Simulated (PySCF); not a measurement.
## Heteronuclear NMR

Molfile (atoms numbered from 1):
```
C5H9N3Si
     RDKit          3D

 18 18  0  0  0  0  0  0  0  0999 V2000
    3.3613    0.1992   -0.3203 C   0  0  0  0  0  0  0  0  0  0  0  0
    1.9210    0.1324   -0.4069 N   0  0  0  0  0  0  0  0  0  0  0  0
    0.9340   -0.2506    0.9473 Si  0  0  0  0  0  4  0  0  0  0  0  0
   -0.8390   -0.0948    0.3147 C   0  0  0  0  0  0  0  0  0  0  0  0
   -1.3557    1.0606   -0.2706 C   0  0  0  0  0  0  0  0  0  0  0  0
   -2.6135    1.1633   -0.6655 N   0  0  0  0  0  0  0  0  0  0  0  0
   -3.3866    0.1020   -0.4851 C   0  0  0  0  0  0  0  0  0  0  0  0
   -2.8886   -1.0596    0.0873 C   0  0  0  0  0  0  0  0  0  0  0  0
   -1.6300   -1.1523    0.4854 N   0  0  0  0  0  0  0  0  0  0  0  0
    3.7564    0.8315   -1.1171 H   0  0  0  0  0  0  0  0  0  0  0  0
    3.6312    0.6353    0.6384 H   0  0  0  0  0  0  0  0  0  0  0  0
    3.8336   -0.7864   -0.3913 H   0  0  0  0  0  0  0  0  0  0  0  0
    1.6211   -0.1717   -1.3225 H   0  0  0  0  0  0  0  0  0  0  0  0
    1.0837   -1.5815    1.5473 H   0  0  0  0  0  0  0  0  0  0  0  0
    1.2147    0.7913    1.9427 H   0  0  0  0  0  0  0  0  0  0  0  0
   -0.7327    1.9314   -0.4238 H   0  0  0  0  0  0  0  0  0  0  0  0
   -4.4156    0.1944   -0.8056 H   0  0  0  0  0  0  0  0  0  0  0  0
   -3.5040   -1.9379    0.2340 H   0  0  0  0  0  0  0  0  0  0  0  0
  1  2  1  0
  2  3  1  0
  3  4  1  0
  4  5  2  0
  5  6  1  0
  6  7  2  0
  7  8  1  0
  8  9  2  0
  9  4  1  0
  1 10  1  0
  1 11  1  0
  1 12  1  0
  2 13  1  0
  3 14  1  0
  3 15  1  0
  5 16  1  0
  7 17  1  0
  8 18  1  0
M  END
```

[PySCF: GIAO PBE0/pcSseg-1 shieldings; geometry: GFN2-xTB; rapidly exchanging positions averaged; relativity neglected; no solvent; a single conformation]

**Question.** What are the $^{29}$Si shifts?

**Answer.** 
```tsv
atoms	environment	σ (ppm)	δ (ppm)
Si3	silicon bonded to C, N, 2 H	381.0	-33.2
```

Shieldings were converted by a linear fit to measured shifts: $^{29}$Si (scatter 8.9 ppm rms, 25.8 ppm with the 6 outliers that the fit left out vs TMS, solution or neat liquid). A few per cent of atoms miss by over 2 rms, more outside the fitted compound classes.

On a 300 MHz spectrometer $^{29}$Si resonates near 59.6 MHz, so 1 ppm is 59.6 Hz.

**Question.** What are the $^{15}$N shifts?

**Answer.** 
```csv
atoms,environment,σ (ppm),δ (ppm)
N9,pyridine-type ring nitrogen,-135.1,-23.6
N6,pyridine-type ring nitrogen,-104.1,-52.2
N2,"nitrogen bonded to C, Si, H",250.9,-379.3
```

Shieldings were converted by a linear fit to measured shifts: $^{15}$N: δ = -148.07 − 0.921σ (rms 6.3 ppm, 71 shifts vs CH3NO2, solution or neat liquid). A few per cent of atoms miss by over 2 rms, more outside the fitted compound classes.

On a 600 MHz spectrometer $^{15}$N resonates near 60.8 MHz, so 1 ppm is 60.8 Hz.
